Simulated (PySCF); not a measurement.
Geometries of 5 isomers of C5H10Se, from PBE0-D3(BJ)/def2-SVP geometry optimisation, gas phase (PySCF 2.14.0). One conformer each, no zero-point energy, no frequencies.

Problem. Which isomer lies lowest at this level?
A.
```xyz
16
angstrom
C     -0.036    1.140    0.438
C      1.118    0.172    0.724
C      1.468   -0.713   -0.460
Se     0.060   -2.042   -0.788
C     -1.422   -0.917   -0.160
C     -1.150    0.551   -0.437
H     -0.457    1.476    1.400
H      0.354    2.046   -0.055
H      2.007    0.746    1.033
H      0.865   -0.479    1.578
H      2.384   -1.293   -0.275
H      1.625   -0.119   -1.374
H     -2.310   -1.273   -0.702
H     -1.588   -1.101    0.913
H     -2.076    1.133   -0.289
H     -0.892    0.658   -1.504
```
B.
```xyz
16
angstrom
C      2.905   -0.217    1.010
C      1.942    0.187   -0.103
C      0.831    1.062    0.382
C     -0.477    0.785    0.335
Se    -1.230   -0.792   -0.400
C     -3.083   -0.380    0.007
H      3.724   -0.842    0.622
H      3.356    0.667    1.487
H      2.383   -0.787    1.794
H      1.530   -0.716   -0.585
H      2.502    0.721   -0.892
H      1.123    2.016    0.838
H     -1.213    1.493    0.730
H     -3.232   -0.290    1.091
H     -3.395    0.542   -0.502
H     -3.683   -1.218   -0.370
```
C.
```xyz
16
angstrom
Se     2.999   -0.659    0.588
C      1.477    0.569    0.667
C      0.317    0.180   -0.224
C     -0.432   -1.116    0.165
C     -1.700   -0.294    0.480
C     -0.982    0.992    0.020
H      3.283   -0.408   -0.834
H      1.178    0.551    1.728
H      1.832    1.587    0.446
H      0.648    0.197   -1.275
H     -0.545   -1.835   -0.659
H      0.015   -1.654    1.015
H     -2.589   -0.564   -0.107
H     -1.989   -0.296    1.541
H     -1.401    1.449   -0.889
H     -0.892    1.783    0.781
```
D.
```xyz
16
angstrom
C     -0.511    1.466    0.169
C     -0.496   -0.058    0.205
C     -0.876   -0.656   -1.144
C      0.844   -0.631    0.724
C      2.021   -0.285   -0.115
Se     3.027   -1.409   -1.010
H     -0.210    1.900    1.136
H     -1.520    1.838   -0.065
H      0.167    1.863   -0.605
H     -1.250   -0.381    0.944
H     -1.879   -0.322   -1.451
H     -0.166   -0.352   -1.930
H     -0.879   -1.756   -1.112
H      0.768   -1.725    0.816
H      1.021   -0.217    1.735
H      2.263    0.787   -0.176
```
E.
```xyz
16
angstrom
C      2.447   -0.327   -0.241
C      1.666    0.444    0.803
Se     0.282    1.616    0.074
C     -0.875    0.251   -0.620
C     -1.590   -0.676    0.320
C     -2.353    0.391   -0.400
H      2.934    0.352   -0.958
H      3.228   -0.944    0.234
H      1.792   -1.004   -0.811
H      2.319    1.119    1.378
H      1.178   -0.229    1.524
H     -0.561   -0.160   -1.584
H     -1.718   -1.716    0.007
H     -1.420   -0.541    1.392
H     -2.704    1.247    0.183
H     -3.014    0.102   -1.222
```

Solution. A. That is `C1CC[Se]CC1`, 19.6 kcal/mol below the next.

```
      SMILES                      atoms numbered as above       E (Eh)  relative (kcal/mol)  relative (kJ/mol)  dipole (D)
 C1CC[Se]CC1  [CH2:1]1[CH2:2][CH2:3][Se:4][CH2:5][CH2:6]1  -2597.16419                  0.0                0.0        1.82
CC(C)CC=[Se]   [CH3:1][CH:2]([CH3:3])[CH2:4][CH:5]=[Se:6]  -2597.13299                 19.6               81.9        2.46
[SeH]CC1CCC1  [SeH:1][CH2:2][CH:3]1[CH2:4][CH2:5][CH2:6]1  -2597.13273                 19.7               82.6        1.52
CC/C=C\[Se]C   [CH3:1][CH2:2]/[CH:3]=[CH:4]\[Se:5][CH3:6]  -2597.13069                 21.0               88.0        1.02
 CC[Se]C1CC1   [CH3:1][CH2:2][Se:3][CH:4]1[CH2:5][CH2:6]1  -2597.12678                 23.5               98.2        1.52
```

As drawn, the highest has a three-membered ring, which the lowest lacks.
